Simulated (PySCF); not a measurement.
# The halides of lead, PbF₂ to PbI₂

Level: PBE0 in the def2-TZVP basis family, computed in PySCF with density fitting; scalar-relativistic core potentials for atoms from Rb on, none lighter, no spin–orbit coupling; open shells unrestricted.

Each entry is the lowest minimum that a search over a few typed start shapes (and spin states, where more than one is plausible) found, or that minimum re-optimised at the stated level; isomers with ligand–ligand bonds, or fragments after loss of a ligand pair, can lie lower.

```tsv
molecule	2S+1	point group	mean bond to Pb (Å)	atomisation (kJ/mol)	dipole (D)	gap (eV)	highest ω (cm⁻¹)
PbF₂	?	?	?	?	?	?	?
PbCl₂	1	C2v	2.456	747	4.51	5.07	326
PbBr₂	1	C2v	2.606	675	4.23	4.61	217
PbI₂	1	C2v	2.807	582	3.70	3.96	167
```

Question: Fill in the row of PbF₂.

Answer: 2S+1: 1; point group: C2v; mean bond to Pb (Å): 2.038; atomisation (kJ/mol): 911; dipole (D): 4.91; gap (eV): 6.22; highest ω (cm⁻¹): 548.

The bond lengthens at every step; the largest change, 0.418 Å, falls between PbF₂ and PbCl₂ among the members listed.

Spin–orbit coupling can matter for PbF₂, PbCl₂, PbBr₂, PbI₂.

Left out of the table are members whose search was unfinished or whose lowest solution was spin-contaminated, unstable, very soft or bonded differently.
